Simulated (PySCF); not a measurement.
C₅H₇F, SMILES C=CC/C=C\F.

Geometry: B3LYP-D3(BJ)/def2-SVP. The structure was generated by enumeration; whether it is a known compound was not checked. The values are those of a single conformer.

Method: TDA-M06-2X/def2-SVPD (PySCF).

Vertical excitations. Gas-phase values at a fixed geometry.

Computed excitation energies, oscillator strengths and character:
| state | energy (eV) | λ (nm) | f | main pairs |
|---|---|---|---|---|
| S1 | 6.99 | 177 | 0.041 | HOMO→LUMO+1 72 % |
| S2 | 7.05 | 176 | 0.342 | HOMO→LUMO 77 % |
| S3 | 7.34 | 169 | 0.054 | HOMO−1→LUMO 46 %, HOMO→LUMO+2 16 %, HOMO−1→LUMO+1 14 %, HOMO−1→LUMO+2 7 % |
| S4 | 7.56 | 164 | 0.091 | HOMO−1→LUMO+1 31 %, HOMO−1→LUMO 28 %, HOMO→LUMO+2 10 %, HOMO→LUMO+3 7 % |
| S5 | 7.88 | 157 | 0.017 | HOMO→LUMO+4 52 %, HOMO→LUMO+5 12 %, HOMO→LUMO+3 10 %, HOMO−1→LUMO+4 9 % |
| S6 | 7.93 | 156 | 0.012 | HOMO→LUMO+2 25 %, HOMO→LUMO+5 20 %, HOMO−1→LUMO+5 15 %, HOMO→LUMO+4 11 % |
| S7 | 8.15 | 152 | 0.247 | HOMO→LUMO+2 26 %, HOMO−2→LUMO 16 %, HOMO−1→LUMO+2 12 %, HOMO→LUMO+4 6 % |
| S8 | 8.22 | 151 | 0.163 | HOMO−1→LUMO+3 44 %, HOMO→LUMO+6 24 %, HOMO−1→LUMO+2 12 % |
| S9 | 8.25 | 150 | 0.027 | HOMO→LUMO+3 18 %, HOMO→LUMO+5 13 %, HOMO−1→LUMO+1 13 %, HOMO−2→LUMO 10 % |
| S10 | 8.34 | 149 | 0.140 | HOMO→LUMO+3 22 %, HOMO−1→LUMO+2 17 %, HOMO−2→LUMO 16 %, HOMO−1→LUMO+3 9 % |
| T1 | 4.67 | 266 | 0 | HOMO→LUMO 66 %, HOMO−1→LUMO+3 17 % |
| T2 | 4.78 | 259 | 0 | HOMO−1→LUMO 57 %, HOMO→LUMO+3 27 % |
| T3 | 6.92 | 179 | 0 | HOMO→LUMO+1 74 % |
| T4 | 7.19 | 172 | 0 | HOMO→LUMO+3 24 %, HOMO−1→LUMO 18 %, HOMO−2→LUMO 17 %, HOMO→LUMO 14 % |
Triplets are in the Tamm–Dancoff approximation.
